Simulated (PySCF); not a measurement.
Zr(Cl)(OH)3 (ClH₃O₃Zr), SMILES [Zr]([OH])([Cl])([OH])[OH], multiplicity 1. Geometry optimised at PBE-D3(BJ)/def2-SVP. The multiplicity is an assumed one; no other spin state was optimised. The structure was generated by enumeration; whether it is a known compound was not checked. The def2 effective core potentials stand for the cores of Zr; spin–orbit coupling is left out. One conformer was computed; it need not be the lowest.

Method: PBE-D3(BJ)/def2-SVP (PySCF 2.14.0).

Harmonic wavenumbers (cm⁻¹): 113, 125, 125, 155, 172, 172, 235, 235, 279, 279, 321, 384, 715, 718, 718, 3876, 3876, 3880. Rotational constants (GHz): 2.797, 1.681, 1.681; symmetry number 3.

Work out the zero-point energy and the ideal-gas rigid-rotor harmonic-oscillator thermochemistry at 298.15 K and 1 atm.

ZPE = ½ Σ hcν = ½ × 16377 cm⁻¹ = 23.41 kcal/mol. H − E(el) = 30.10 kcal/mol. Entropy in cal/(mol K): translation 41.43, rotation 25.92, vibration 26.66, total 94.00. G − E(el) = 2.07 kcal/mol. Cp = 31.92 cal/(mol K). Modes under 150 cm⁻¹ make the vibrational entropy uncertain.
